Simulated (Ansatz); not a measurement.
`[NH2][Ge][SH]` + H–F → `[NH2][Ge][F]` + H₂S at 298.15 K and 1 bar (ligand exchange at a Ge–S bond).

Gas-phase electronic energies from Ansatz, PBE0-D4/def2-TZVP geometries. CBS: MP2 limit from def2 TZ/QZ plus the TZ coupled-cluster correction, frozen cores. This one scheme is used for every species. For Ge outer-core shells are correlated without core-valence functions, which leaves a few kJ/mol of doubt a bond. Scalar relativity is left out up to krypton. Each species was taken in one conformer, which may not be the lowest.

```
        species  CCSD(T)/CBS energy (Eh)  H − E (kJ/mol)  S (J/(mol·K))
`[NH2][Ge][SH]`              -2530.43678           108.2          305.9
            H–F               -100.39570            33.5          173.6
 `[NH2][Ge][F]`              -2231.86581            85.6          285.0
            H₂S               -398.97279            49.9          205.7
```

H − E and S are ideal-gas, rigid-rotor, harmonic terms from PBE0-D4/def2-TZVP, for one conformer and one mirror image of each species. 1 Eh = 2625.50 kJ/mol, R = 8.31446 J/(mol·K).

Task: By hand: ΔE, ΔH, ΔS and ΔG.

Result: ΔE = (-2231.86581) + (-398.97279) − (-2530.43678) − (-100.39570) = -0.00612 Eh = -16.1 kJ/mol. Δ(H − E) = 85.6 + 49.9 − 108.2 − 33.5 = -6.2, so ΔH = -22.3 kJ/mol. ΔS = 285.0 + 205.7 − 305.9 − 173.6 = 11.2 J/(mol·K). ΔG = -22.3 − 298.15 × (11.2)/1000 = -25.6 kJ/mol.

Task: By hand: the equilibrium constant, and the temperature at which ΔG would vanish if ΔH and ΔS stayed fixed.

Result: log₁₀ K = −ΔG/(RT ln 10) = 4.5. ΔH and −TΔS have one sign here, so there is no such temperature.

The number of gas molecules stays the same, so ΔS is small and ΔH decides. A doubt of 5 kJ/mol in ΔE shifts log₁₀ K by 0.9 here. Other conformers and mirror images would add mixing entropy, several J/(mol·K) or more a flexible species. These are equilibria of isolated gas molecules and say nothing of rates. Largest T1 diagnostic: 0.014 (customary marks: 0.02 for closed shells, 0.045 for open ones).

ΔS is within the doubt of such terms, so its sign, and with it that verdict, could turn.
